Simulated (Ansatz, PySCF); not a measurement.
Species: CLiN (charge 0, singlet). SMILES: [Li][N][C]
Structure (B3LYP-D3(BJ)/def2-TZVP (Ansatz, a quantum-chemistry and plane-wave program) minimum search):
```xyz
3

Li     0.0000     0.0000    -1.8676
C      0.0000     0.0000     1.0617
N      0.0000     0.0000    -0.1096
```
Charge 0, spin multiplicity 1.

Quantity: vertical triplet-singlet gap, E(triplet) - E(singlet), in eV. Conventions: non-relativistic; open shells spin-unrestricted; no spin-orbit coupling; six Cartesian d functions in 6-31G* and its kin unless marked 5d; 6-311+G** with 5d; no dispersion term unless named; valence correlation only; each state is the SCF solution reached for its charge and spin. Ab initio and DFT rows: single points at B3LYP-D3(BJ) geometries (Ansatz). A UHF reference is markedly spin-contaminated in at least one set, which strains HF and MP2. Levels can end on unlike triplets.

```csv
level,program,"vertical triplet-singlet gap, E(triplet) - E(singlet) (eV)"
HF/6-31G*,Ansatz,4.10
HF/6-311+G**,Ansatz,4.28
PBE/6-311+G**,Ansatz,4.71
B3LYP/STO-3G,Ansatz,4.11
B3LYP/3-21G,Ansatz,4.86
B3LYP/6-31G*,Ansatz,4.87
B3LYP/6-311+G**,Ansatz,5.07
MP2/6-31G*,Ansatz,5.47
MP2/6-311+G**,Ansatz,5.77
M06-2X/def2-TZVPD,PySCF,5.41
```

No value to compare with is used here. The 9 habitual levels span 4.10 (HF/6-31G*) to 5.77 eV (MP2/6-311+G**); M06-2X/def2-TZVPD gives 5.41.

The levels are drawn from those run, B3LYP/6-31G* more often than the rest, none by its result; left out are runs that failed, that the program found above a lower state of the same kind, or whose <S^2> lies over 0.5 above the pure value.
